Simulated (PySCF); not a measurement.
Input of a run (PBE0-D3(BJ)/def2-SVP geometry optimisation, gas phase (PySCF 2.14.0)), started from GFN2-xTB:
```
{"job": {"xc": "PBE0", "basis": "def2-SVP", "d3": "d3bj", "grid": 1, "shake": 0.01, "kind": "geom"}, "charge": 0, "multiplicity": 1}
C      1.876050    -1.692910    -1.091730
C      1.724380    -0.602850    -0.327490
C      2.581030     0.605280    -0.485150
Ge     0.361670    -0.489610     1.048870
C     -1.204970     0.648580     0.449350
C     -1.836260     0.075140    -0.799530
C     -2.225070     0.808360     1.568660
H      1.231550    -2.521200    -0.974970
H      2.596100    -1.728450    -1.859010
H      3.149620     0.778950     0.458280
H      3.301430     0.488890    -1.285400
H      1.993510     1.490490    -0.656810
H      0.885470     0.071470     2.322930
H     -0.184510    -1.877620     1.377130
H     -0.810430     1.636460     0.219190
H     -2.650110     0.711570    -1.144850
H     -2.227810    -0.911650    -0.594090
H     -1.103690    -0.011790    -1.587990
H     -1.784220     1.238580     2.460180
H     -2.676810    -0.151970     1.842800
H     -3.068090     1.456560     1.237330
```

Output (energies in Eh, forces in Eh/bohr):
```
step   0  E = -2313.06747598  max force = 0.025225
step   1  E = -2313.07457995  max force = 0.006086
step   2  E = -2313.07522768  max force = 0.002235
step   3  E = -2313.07532611  max force = 0.001181
step   4  E = -2313.07539893  max force = 0.001389
step   5  E = -2313.07545631  max force = 0.001743
step   6  E = -2313.07551079  max force = 0.001124
step   7  E = -2313.07553914  max force = 0.000764
step   8  E = -2313.07555596  max force = 0.000520
step   9  E = -2313.07556321  max force = 0.000379
optimisation converged
```

Summarise the run.

The energy falls by 0.220 eV over 10 energy and gradient evaluations, the largest force component goes from 0.0252 to 3.8e-04 Eh/bohr, and the atoms move by 0.178 Å rms after alignment. The bond that changes most is Ge4–H13 (ends: germanium bonded to 2 C and 2 H; Ge–H hydrogen), which lengthens by 0.059 Å. Bonds longer at the end by more than 0.005 Å: 15 of 20; shorter: 3. Among the angles that change most is H13–Ge4–H14, from 106.5° to 109.3°. Among the dihedrals that turn most is C3–C2–Ge4–C5, from 76° to 65°. The energy never rose by more than 1e-6 Eh on the way. The first step brought 88 % of the lowering.

What are the final bond lengths?

C1=C2 1.339 Å, C2–C3 1.500 Å, C2–Ge4 1.953 Å, Ge4–C5 1.973 Å, C5–C6 1.525 Å, C5–C7 1.525 Å, C1–H8 1.094 Å, C1–H9 1.098 Å, C3–H10 1.103 Å, C3–H11 1.101 Å, C3–H12 1.103 Å, Ge4–H13 1.547 Å, Ge4–H14 1.545 Å, C5–H15 1.105 Å, C6–H16 1.103 Å, C6–H17 1.103 Å, C6–H18 1.101 Å, C7–H19 1.101 Å, C7–H20 1.103 Å, C7–H21 1.104 Å. Numbering counts from 1 in the input's order; the species is `C=[C](C)[GeH2][CH](C)C`.

The run used 186 basis functions and 67 SCF cycles in all. On one thread of an Intel Xeon 6975P-C, shared host, this took 2.0 min wall and 0.82 GiB of memory at its peak.

PBE0-D3(BJ)/def2-SVP frequencies: not computed here. One conformer, not necessarily the lowest.
